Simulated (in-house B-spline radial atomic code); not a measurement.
A fraction x of an electron is removed from 4s in the germanium ion Ge³⁺, starting from [Ar] 3d10 4s1 and keeping the highest spin. Level of theory: non-relativistic RPBE, spin-polarised, spherical fractional occupations, point nucleus; calculated with a B-spline radial code for spherical atoms.

```
   x  E(x) - E(0) (eV)  4s up level (eV)
   0            0.0000           -40.344
0.01            0.4040           -40.450
0.24            9.9885           -42.896
0.35           14.7716           -44.072
0.44           18.7817           -45.043
 0.5           21.5039           -45.696
0.54           23.3405           -46.135
0.63           27.5377           -47.141
0.87           39.1893           -50.008
0.94           42.7203           -50.870
   1           45.7928                 -
```

The exact functional would give a straight line between the two integer points. Deviations E(x) - E(0) - x[E(1) - E(0)], in eV: -0.054 at x = 0.01, -1.002 at x = 0.24, -1.256 at x = 0.35, -1.367 at x = 0.44, -1.392 at x = 0.5, -1.388 at x = 0.54, -1.312 at x = 0.63, -0.65 at x = 0.87, -0.325 at x = 0.94.

The curve lies below the straight line by up to 1.392 eV (at x = 0.5): convex, the delocalisation error that favours fractional charges.

(1) How well does Slater's transition state (minus the level at half occupation) give the ionisation energy?

Results:

(1) It gives 45.696 eV against 45.793 eV from the two total energies; NIST lists 45.72 eV, ground level to ground level.
